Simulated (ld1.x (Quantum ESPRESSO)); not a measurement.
# Scattering properties, TM potential for Re (Z = 75)

* Element: Re (Z = 75)
* Generator: ld1.x (Quantum ESPRESSO) 7.5
* Type: norm-conserving Troullier–Martins (Kleinman–Bylander form)
* Functional: PBEsol
* Relativity: scalar-relativistic
* Frozen core: [Xe] 4f14
* Valence charge: 7
* Reference configuration: 5d5 6s1.75 6p0 (charge +0.25)
* Partial waves: 6p (bound, empty): rc 2.70 bohr; 5d (bound): rc 1.60 bohr; 6s (bound): rc 2.80 bohr
* Local potential: the s channel
* Core correction: none

The phase is arctan(r·u′/u) with u = r·R(r), unwrapped; energies in Ry, scanned from -3 to 5 Ry. A pole is an energy at which the radial function vanishes at the test radius. The pseudo phase is shifted by a multiple of π to meet the all-electron one at the reference energy, and phase errors are pseudo minus all-electron; the curves can meet again beyond the range given. Levels narrower than the energy grid can be missing from the lists of poles.

Problem. For each channel, where are the poles, and over which energies does the pseudopotential scatter like the atom?

Solution.

| channel | radius (bohr) | reference energy (Ry) | poles, all-electron | poles, pseudo | unbroken range about the reference energy with phases within 0.05 rad | phase error 1 Ry above the reference energy (rad) |
| --- | --- | --- | --- | --- | --- | --- |
| s | 3.05 | -0.56 | 0.71 | 0.65, 4.81 | below 1.7 | -0.008 |
| p | 3.05 | -0.19 | 1.99 | 1.71 | below 2.1 | -0.024 |
| d | 3.05 | -0.53 | -0.26, 4.25 | -0.26 | below 0.9 | +0.017 |

Phases in the p channel:

```tsv
E (Ry)	all-electron	pseudo
-3.00	1.372	1.359
-2.76	1.358	1.348
-2.52	1.344	1.335
-2.28	1.328	1.320
-2.04	1.309	1.302
-1.80	1.286	1.279
-1.56	1.257	1.251
-1.32	1.219	1.213
-1.08	1.167	1.162
-0.84	1.091	1.086
-0.60	0.969	0.965
-0.36	0.748	0.747
-0.12	0.310	0.310
0.12	-0.377	-0.388
0.36	-0.903	-0.923
0.60	-1.173	-1.195
0.84	-1.318	-1.342
1.08	-1.406	-1.433
1.32	-1.467	-1.496
1.56	-1.512	-1.545
1.80	-1.547	-1.586
2.04	-1.577	-1.623
2.28	-1.604	-1.660
2.52	-1.629	-1.700
2.76	-1.653	-1.746
3.00	-1.678	-1.806
3.24	-1.705	-1.893
3.48	-1.737	-2.039
3.72	-1.775	-2.338
3.96	-1.825	-3.012
4.20	-1.894	-3.804
4.44	-2.002	-4.186
4.68	-2.194	-4.361
4.92	-2.587	-4.457
```
